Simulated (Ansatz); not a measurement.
A nudged elastic band was laid between two geometries of H2 + H2OSZn (7 atoms, charge 0, multiplicity 1).

These are results of Ansatz, RKS r2SCANh/def2-SVP, not measurements.

```json
{
 "movable images": "9",
 "climbing image": "yes",
 "spring": "5.0 eV/Å²",
 "optimiser": "quadratic models (default)",
 "start path": "through a guess of the saddle point",
 "force threshold": "0.2 eV/Å",
 "iteration limit": "60",
 "end points": "relaxed"
}
```

Initial state:

```xyz
7
Properties=species:S:1:pos:R:3
Zn 0.028 -0.352 -0.304
S 0.550 -2.038 0.940
O -0.471 1.019 -1.313
H 0.021 1.429 1.692
H -0.065 1.718 0.993
H -0.073 -2.919 0.129
H 0.009 1.143 -2.137
```

Final state:

```xyz
7
Properties=species:S:1:pos:R:3
Zn 0.485 1.082 -0.041
S 0.328 -1.345 1.184
O -0.284 0.030 -1.302
H -0.892 -1.084 1.698
H 1.059 2.259 0.732
H -0.144 -1.312 -0.112
H -0.552 0.370 -2.159
```

(1) What changes between the two ends?

(2) Give the energies along the band, and the barrier.

(3) What is the geometry of the highest image?

Results:

(1) Bonds broken: H4–H5. Bonds formed: Zn1–H5, S2–H4. H2 + H2OSZn becomes H4OSZn.

(2) It converged. The highest image is number 5 of 0 to 10, 1.29 eV above the first end and 1.04 eV above the last; the last end lies 0.25 eV above the first. The threshold of 0.2 eV/Å is loose, so the images may lie well off the minimum-energy path. Another band between the same ends (9 images) ends at a top of the same energy, where a vibrational analysis finds 1 clearly imaginary mode. The orbitals stay closed-shell, which can raise the energy where a bond breaks towards radicals; this wasn't checked here.

```tsv
image	path coordinate (Å)	energy (eV)	H4–H5 (Å)	Zn1–H5 (Å)	S2–H4 (Å)
0	0.00	0.00	0.76	2.44	3.59
1	0.93	0.00	0.76	2.46	3.60
2	1.85	0.03	0.76	2.65	3.70
3	2.77	0.04	0.76	3.16	3.21
4	3.69	0.23	0.77	2.44	2.48
5	4.61	1.29	1.08	1.72	1.69
6	5.46	0.65	1.99	1.54	1.35
7	6.32	0.47	2.88	1.53	1.35
8	7.17	0.39	3.44	1.52	1.35
9	8.03	0.31	3.76	1.52	1.35
10	8.88	0.25	3.99	1.52	1.35
```

(3) 
```xyz
7
Properties=species:S:1:pos:R:3
Zn 0.086 0.367 -0.333
S 0.759 -1.605 0.953
O -0.151 0.707 -2.061
H 0.277 -0.051 1.407
H -0.010 0.978 1.270
H -0.530 -2.006 1.001
H -0.431 1.609 -2.238
```

Run time: 4.2 min on 2 threads of Intel(R) Xeon(R) Platinum 8488C (Sapphire Rapids), with other jobs on the host, peak memory 0.23 GiB.
